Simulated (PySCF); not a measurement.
C6H9NOSi.
Geometry (PBE0-D3(BJ)/def2-SVP, Å), atoms numbered from 1 in this order:
```
atom  x, y, z in Å
N1    -3.2279   -0.4499   -0.1929
Si2   -2.3808    0.8697    0.5014
O3    -0.8925    1.2633   -0.1855
C4     0.2641    0.5638   -0.1508
C5     0.2973   -0.8313   -0.2667
C6     1.5180   -1.5034   -0.2357
C7     2.7123   -0.7995   -0.0961
C8     2.6761    0.5917    0.0105
C9     1.4631    1.2726   -0.0150
H10   -3.6021   -0.4336   -1.1338
H11   -3.1357   -1.3918    0.1666
H12   -2.1512    0.5148    1.9299
H13   -3.1498    2.1215    0.2975
H14   -0.6383   -1.3773   -0.4015
H15    1.5316   -2.5924   -0.3282
H16    3.6664   -1.3302   -0.0746
H17    3.6060    1.1559    0.1177
H18    1.4164    2.3599    0.0700
```

Method used: TDDFT CAM-B3LYP/def2-SVPD, vertical, gas phase, core orbitals frozen in the response (PySCF).

Transition dipole moments from the ground state, in atomic units and in the frame of the coordinates above (overall signs are arbitrary), for the states with f of 0.002 or more among the lowest 7:

| state | E (eV) | μx | μy | μz |
| --- | --- | --- | --- | --- |
| S1 | 5.213 | -0.199 | -0.369 | -0.039 |
| S2 | 5.923 | 0.706 | -0.189 | -0.061 |
| S3 | 6.496 | -0.573 | 0.067 | 0.043 |
| S4 | 6.799 | 1.364 | -0.003 | -0.218 |
| S5 | 6.872 | 0.996 | -0.981 | -0.080 |
| S6 | 6.912 | 0.400 | 1.116 | 0.173 |
| S7 | 6.984 | 0.759 | -0.239 | 0.030 |

(1) Work out the oscillator strengths.

(2) What angle do the transition dipoles of S3 and S5 make?

(3) How is the summed strength of these states shared among x, y and z?

(4) What peak molar absorption coefficient would the strongest computed level give as a lone Gaussian band 0.4 eV wide at half height?

Answers

(1) f = (2/3) ΔE |μ|² with ΔE in hartree (27.2114 eV).

```json
{"state": "S1", "|μ|² (au)": "0.177", "|μ| (D)": "1.07", "f": "0.023"}
{"state": "S2", "|μ|² (au)": "0.537", "|μ| (D)": "1.86", "f": "0.078"}
{"state": "S3", "|μ|² (au)": "0.335", "|μ| (D)": "1.47", "f": "0.053"}
{"state": "S4", "|μ|² (au)": "1.908", "|μ| (D)": "3.51", "f": "0.318"}
{"state": "S5", "|μ|² (au)": "1.961", "|μ| (D)": "3.56", "f": "0.330"}
{"state": "S6", "|μ|² (au)": "1.434", "|μ| (D)": "3.04", "f": "0.243"}
{"state": "S7", "|μ|² (au)": "0.635", "|μ| (D)": "2.02", "f": "0.109"}
```

(2) |cos θ| = |μa·μb| / (|μa| |μb|) = 0.79, so θ ≈ 38° (taken between 0 and 90°, since the signs are arbitrary).

(3) (2/3) Σ ΔE μα² gives 0.732 for x, 0.406 for y and 0.015 for z, 1.153 in all.

(4) ε(max) = 2.175×10⁸ f / FWHM, with the width in cm⁻¹. S5: 2.175×10⁸ × 0.3301 / 3226 ≈ 22000 L mol⁻¹ cm⁻¹.

The vertical ionisation energy (ΔSCF) is 8.44 eV, 1.45 eV above S7.

One conformer stands for the species.
